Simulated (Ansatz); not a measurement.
Relaxation of CH6O2Zn (10 atoms, charge 0, multiplicity 1), to a largest force component of 0.03 eV/Å in at most 50 steps.

Method: RKS PBE/def2-SVP (Ansatz 0.2.0).

```xyz
10
Properties=species:S:1:pos:R:3
Zn -0.761 -0.561 -0.761
C 0.889 -1.077 0.177
O -2.132 -0.149 -1.839
H 0.617 1.079 1.128
O 0.071 1.885 1.080
H 1.246 -2.075 -0.154
H 1.706 -0.356 -0.045
H 0.739 -1.127 1.278
H -2.976 -0.072 -1.355
H 0.602 2.453 0.490
```

Q: Where does it end, and by what steps?

A: It converged. After 22 steps the energy has fallen by 0.648 eV; H10 moved furthest, 1.88 Å. Joined: Zn1–O5.

| step | energy less start (eV) | largest force component (eV/Å) | accepted |
| --- | --- | --- | --- |
| 0 | 0.0000 | 0.332 | yes |
| 1 | -0.0203 | 1.651 | yes |
| 2 | -0.0776 | 1.482 | yes |
| 3 | -0.1600 | 0.937 | yes |
| 4 | -0.2127 | 0.733 | yes |
| 5 | -0.2363 | 0.804 | yes |
| 6 | -0.2644 | 0.384 | yes |
| 7 | -0.2836 | 0.141 | yes |
| 8 | -0.2870 | 0.173 | yes |
| 9 | -0.2916 | 0.896 | yes |
| 10 | -0.3109 | 1.041 | yes |
| 11 | -0.3745 | 0.645 | yes |
| 12 | -0.4133 | 1.493 | yes |
| 13 | -0.4804 | 0.841 | yes |
| 14 | -0.5500 | 0.691 | yes |
| 15 | -0.6112 | 0.287 | yes |
| 16 | -0.5882 | 0.529 | no |
| 17 | -0.6217 | 1.001 | yes |
| 18 | -0.6222 | 0.706 | yes |
| 19 | -0.6349 | 0.356 | yes |
| 20 | -0.6450 | 0.138 | yes |
| 21 | -0.6476 | 0.034 | yes |
| 22 | -0.6479 | 0.027 | yes |

```xyz
10
Properties=species:S:1:pos:R:3
Zn -0.209 -0.194 -0.263
C 1.131 -1.518 0.201
O -1.550 0.793 -1.094
H 0.249 2.437 0.564
O -0.368 1.746 0.871
H 1.057 -2.422 -0.436
H 2.153 -1.101 0.081
H 1.020 -1.832 1.259
H -2.360 0.334 -1.373
H -1.122 1.756 0.190
```

The run took 23 s on 2 threads of Intel(R) Xeon(R) 6975P-C (Granite Rapids), with other jobs on the host, peak memory 0.16 GiB.
